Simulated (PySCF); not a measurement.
Te(SeH)(SiMe3), SMILES C[Si]([Te][SeH])(C)C (C₃H₁₀SeSiTe) (GFN2-xTB optimised geometry):

```
16

Te    -1.570     1.715     0.000
Se    -0.321     2.334    -2.083
H      0.846     2.920    -1.467
Si    -0.736    -0.706     0.000
C     -1.396    -1.594    -1.553
C     -1.428    -1.482     1.591
C      1.171    -0.706     0.000
H     -1.001    -2.603    -1.632
H     -2.480    -1.660    -1.541
H     -1.109    -1.055    -2.451
H     -2.509    -1.407     1.630
H     -1.030    -0.996     2.475
H     -1.167    -2.533     1.644
H      1.570    -0.235     0.895
H      1.552    -0.159    -0.859
H      1.568    -1.715    -0.050
```

Computed with PBE0/def2-TZVP, def2 effective core potentials past Kr in PySCF 2.14.0.

Q: What are the frontier orbital energies and the dipole moment?

A: HOMO-2 -8.29 eV, HOMO-1 -6.62 eV, HOMO -6.28 eV, LUMO -1.67 eV, LUMO+1 0.16 eV; dipole moment 2.20 D.
